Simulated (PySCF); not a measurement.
Computed IR spectrum (relative IR intensity) of a molecule CH5BOS. Geometry optimised at B3LYP-D3(BJ)/def2-SVP. Other conformers were not sampled. Level of theory: PySCF with B3LYP-D3(BJ)/def2-SVP. Frequencies are harmonic and unscaled.

```csv
ν (cm⁻¹),relative intensity
261,5.0
825,4.9
867,15
966,5.1
1148,26
1374,100
1469,3.6
1474,2.2
1497,18
2632,35
3015,8.4
3093,6.2
3135,5.7
```

Question: Which molecule gave these data?
A. CB(O)S
B. CSBO
C. COBS

Answer: C, COBS
